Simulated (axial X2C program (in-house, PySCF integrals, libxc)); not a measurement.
# Potential curves of InAs, 2c

Computed with an in-house all-electron X2C program for linear molecules (integrals from PySCF). Two-component (2c) means X2C with spin–orbit coupling and atomic mean-field two-electron Coulomb and Gaunt terms. Basis: In dyall-cv3z [11s12p9d4f1g], As dyall-cv3z [9s9p6d4f1g] (cores contracted in-house); Gaussian nuclei, density fitting, unrestricted open shells. Masses: In 114.904 u, As 74.922 u.

State: Ω = 1 (⟨Sz⟩ = 1.01, ⟨Lz⟩ = -0.01 at HF). Energies in eV from the fragments at the same level (In + As). Fits are polynomials in 1 − R0/R over 0.85 to 1.23 times the lowest point R0.

```json
{"R (Å)": "2.5784", "CCSD(T)": "-1.3136", "CCSD": "-1.2422"}
{"R (Å)": "2.6607", "CCSD(T)": "-1.4014", "CCSD": "-1.3285"}
{"R (Å)": "2.7430", "CCSD(T)": "-1.4374", "CCSD": "-1.3627"}
{"R (Å)": "2.8390", "CCSD(T)": "-1.4303", "CCSD": "-1.3536"}
{"R (Å)": "2.9350", "CCSD(T)": "-1.3846", "CCSD": "-1.3058"}
{"R (Å)": "3.0584", "CCSD(T)": "-1.2860", "CCSD": "-1.2051"}
```

Correlated methods: 8 electrons correlated (number of frozen shells: In 4 s, 3 p, 2 d; As 3 s, 2 p, 1 d), 294 virtual spin orbitals or spinors in MP2, 90 natural virtuals in coupled cluster.

The state is a single determinant with fixed occupations, the lowest that a limited PBE0 search found. De is counted from the lowest determinant-based energies of the atoms at the same level, without counterpoise correction. CCSD and (T) use frozen natural virtuals with an MP2 correction for the truncation; (T) itself is uncorrected, so its De runs slightly low. PBE0 can misorder states that lie within some tenths of an eV, so this need not be the ground state of the molecule. The nearest other 2c determinant of the search, Ω = 2, lies 0.34 eV up at the distance of the search. With several unpaired electrons one determinant need not be a pure state. Open-shell Ω = 0 determinants with evenly filled partner blocks cannot be reached by this program, so the Ω shown need not be the lowest component. This is the Ω = 1 component of a π² triplet; the 0⁺ component is not one determinant and can lie lowest. With the outer-core shells frozen, correlated bond lengths of heavy atoms tend to come out a few hundredths of an ångström too long. Coupled cluster ran on the points near the minimum only. MP2 and coupled cluster on one determinant become unreliable at the stretched end.

What are Re, ωe and De at the CCSD(T) level?

At CCSD(T), 2c: Re = 2.775 Å, ωe ≈ 176 cm⁻¹, De = 1.44 eV to In + As; Be follows as 0.0483 cm⁻¹.

Fit the CCSD curve near its minimum: give the equilibrium distance, the harmonic wavenumber and the well depth.

At CCSD, 2c: Re = 2.771 Å, ωe ≈ 177 cm⁻¹, De = 1.36 eV to In + As; Be follows as 0.0484 cm⁻¹.
